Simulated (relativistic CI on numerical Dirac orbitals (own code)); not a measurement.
## Fe⁺ in a cubic cluster: 2p photoemission with charge transfer

Computed with a charge-transfer multiplet model of a cubic metal-ligand cluster with up to 3 ligand holes, Slater and spin-orbit integrals from Dirac-Coulomb-Breit ions, Slater integrals scaled by 0.9. The ground state mixes d7 with configurations of k ligand holes L, whose averages lie at kΔ + k(k − 1)U_dd/2; a core hole lowers each added d electron by U_cd. 300 K, Lorentzian 0.6 eV and Gaussian 0.8 eV FWHM.

Atomic integrals in eV (Slater integrals scaled, ζ unscaled), ground: F2dd 8.720, F4dd 5.369, zeta_d 0.042; with the core hole: F2dd 10.545, F4dd 6.555, zeta_d 0.067, zeta_core 8.135, F2cd 6.142, G1cd 4.566, G3cd 2.594.

Cluster parameters (eV): Δ = 7.9, U_dd = 6.5, 10Dq = 0.25, 10Dq(ligand) = 0.7, V(eg) = 1.95, V(t2g) = -1, final-state hopping factor = 1.

Weights, n_d and S are thermal averages at 300 K. Binding energies count from the first peak over 30 % of the highest in each spectrum, which can be another peak from case to case. The parameters are a model scan and need not match a compound or its usual spin state. Peaks in eV (height, largest 100): 0.0 (100), 6.1 (45), 8.9 (18), 14.1 (63), 19.3 (29).

(1) Which parameters give this spectrum?
A. U_cd = 7.8 eV
B. U_cd = 9 eV
C. U_cd = 5.4 eV
D. U_cd = 7.2 eV
E. U_cd = 6 eV

Answers

(1) B. U_cd = 9 eV; the ground state then has 7.08 d electrons and S = 1.50. The choice follows from running the model for each set and comparing peak positions and heights.
